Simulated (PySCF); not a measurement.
## BeGe: from constants to spectrum

ROHF-SCS-MP2 constants of BeGe, ³Σ⁻ (triplet), unpaired electrons π ↑↑ (basis Be aug-cc-pVDZ, Ge aug-cc-pVDZ-PP with ECP10; scalar-relativistic core potentials; PySCF 2.14; masses 9.0122 and 73.9212 u):

```
ωe            : 512.5 cm⁻¹
ωexe          : 7.12 cm⁻¹
Be            : 0.43598 cm⁻¹
αe            : 0.00533 cm⁻¹
De to Be + Ge : 0.96 eV
```

(1) What force constant and bond length do these constants imply?

(2) Estimate the centrifugal constant D from the Kratzer relation and find the Dunham coefficient a1.

Correlated steps freeze 4 core orbitals. Correlated levels converge slowly with the basis: in double zeta they bind strong bonds too weakly, by up to about 1 eV, and carry superposition errors of some tenths. Spin–orbit coupling is left out. The state was picked by a PBE0 search and need not be the measured ground state.

Results:

(1) Reduced mass μred = 8.0328 u; k = 5.8918×10⁻⁷·μred·ωe² (u, cm⁻¹, mdyn/Å) = 1.24 mdyn/Å; Re = √(16.8576/(μred·Be)) (u, cm⁻¹, Å) = 2.194 Å.

(2) D = 4Be³/ωe² = 1.26e-06 cm⁻¹; a1 = −1 − αeωe/(6Be²) = -3.40.
